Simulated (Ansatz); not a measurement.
Program: Ansatz. Geometries: PBE0-D4/def2-TZVP. ΔE: electronic, gas phase. CBS: MP2 limit from def2 TZ/QZ plus the TZ coupled-cluster correction, frozen cores. This one scheme is used for every species. For Br outer-core shells are correlated without core-valence functions, which leaves a few kJ/mol of doubt a bond. Scalar relativity is left out up to krypton. Each species was taken in one conformer, which may not be the lowest.

Consider the ligand exchange at the Si–C bond: `[SiH3]C[SiH2]Br` + `[NH2][AlH2]` → `[AlH2][NH][SiH2]Br` + `C[SiH3]`.

| species | CCSD(T)/CBS(def2) energy (Eh) |
| --- | --- |
| `[SiH3]C[SiH2]Br` | -3193.79525 |
| `[NH2][AlH2]` | -299.14566 |
| `[AlH2][NH][SiH2]Br` | -3162.22405 |
| `C[SiH3]` | -330.73916 |

Q: Work out ΔE.

A: ΔE = (-3162.22405) + (-330.73916) − (-3193.79525) − (-299.14566) = -0.02230 Eh = -0.61 eV.

Largest T1 diagnostic among the species: 0.011.

In def2-TZVPP, CCSD(T) changes the Hartree–Fock value by +0.11 eV (the triples alone add +0.01 eV) and MP2 by +0.10 eV.
